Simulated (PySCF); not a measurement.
Mayer bond orders and bond lengths

Compound: C6H12F2OSi.
Atom-mapped SMILES: `[CH3:1][O:2][C:3]1([CH2:4][CH:5]([F:6])[F:7])[CH2:8][SiH2:9][CH2:10]1` (hydrogens: H11, H12, H13 on C1; H14, H15 on C4; H16 on C5; H17, H18 on C8; H19, H20 on Si9; H21, H22 on C10)

Structure used (GFN2-xTB), in Å, numbered top down from 1:
```xyz
22
C6H12F2OSi angstrom
C     -1.4993    1.3914   -1.3628
O     -0.7038    1.3212   -0.2023
C      0.1840    0.2224   -0.1051
C     -0.5671   -1.1170   -0.0712
C     -1.6286   -1.1357    1.0180
F     -2.7010   -1.8826    0.6426
F     -1.1668   -1.7125    2.1569
C      1.2962    0.1914   -1.1840
Si     2.6362   -0.0110    0.1631
C      1.0604    0.4104    1.1523
H     -2.3211    0.6667   -1.3419
H     -0.9079    1.2349   -2.2702
H     -1.9162    2.3974   -1.3782
H      0.1442   -1.9250    0.1030
H     -1.0636   -1.2954   -1.0273
H     -1.9936   -0.1301    1.2756
H      1.3557    1.1524   -1.6914
H      1.1639   -0.5793   -1.9399
H      3.1187   -1.3824    0.3240
H      3.7216    0.9655    0.1689
H      0.7701   -0.2109    1.9937
H      1.0077    1.4476    1.4746
```

Bond orders from the PBE0/pcSseg-1 density (PySCF). Geometry: GFN2-xTB, one conformer, isolated molecule.

Question: Where do the orders between heavy atoms depart from those drawn in the SMILES?

Answer: The largest departure is 0.094, at O2–C3 (drawn single, 0.906).

Question: Set the Mayer orders of the bonds between heavy atoms beside their lengths.

Answer: 
```
   bond  drawn as  length (Å)  Mayer order
  C1–O2    single       1.409        0.922
  O2–C3    single       1.416        0.906
  C3–C4    single       1.536        0.970
  C4–C5    single       1.521        0.997
  C5–F6    single       1.360        0.939
  C5–F7    single       1.358        0.936
  C3–C8    single       1.550        0.972
 C8–Si9    single       1.911        0.924
Si9–C10    single       1.908        0.936
 C10–C3    single       1.544        0.957
```

By pair of heavy elements: C–O: all 2 within 0.02 of one another (0.906 to 0.922). C–C: lowest C10–C3 (0.957, 1.544 Å), highest C4–C5 (0.997, 1.521 Å). C–F: all 2 within 0.02 of one another (0.936 to 0.939). C–Si: all 2 within 0.02 of one another (0.924 to 0.936).

Question: And the bonds to hydrogen?

Answer: C–H: 0.92 to 0.98 (10 bonds); H–Si: 0.94 to 0.95 (2 bonds).

Question: Sum the orders of all bonds at each heavy atom with more than one neighbour and set the sums beside the valence in the SMILES.

Answer: C1 3.806 (drawn 4), O2 1.828 (drawn 2), C3 3.805 (drawn 4), C4 3.821 (drawn 4), C5 3.823 (drawn 4), C8 3.775 (drawn 4), Si9 3.747 (drawn 4), C10 3.771 (drawn 4). Orders between atoms that aren't bonded are not in these sums.

The Mayer order sums products of elements of PS (density times overlap matrix) between the two atoms' basis functions, so it depends on the basis set.
